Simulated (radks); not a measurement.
Task: The lead ion Pb3+, [Xe] 4f14 5d10 6s1. All-electron calculation, non-relativistic Kohn-Sham, PBE, spin-polarised, spherical densities, point nucleus. Program: a radial shooting solver on a logarithmic mesh with Libxc functionals. Every spin shell is full or empty, so the densities are truly spherical. Functionals are evaluated on that one density, not self-consistently. Rank these orbital-free kinetic functionals by their error against the exact value of the orbitals, and give that value: Thomas-Fermi, von Weizsacker, TF + vW/9, revAPBEK, Perdew 92, Pearson, PG1, Ernzerhof.

Result: Exact: 19521.5 hartree. From best to worst, with 100 (|E| - |E exact|)/|E exact| (equal figures are ties): revAPBEK +0.19, Ernzerhof -0.47, Perdew 92 -0.67, TF + vW/9 -0.67, Pearson -0.83, Thomas-Fermi -4.58, PG1 +12.29, von Weizsacker -64.89.
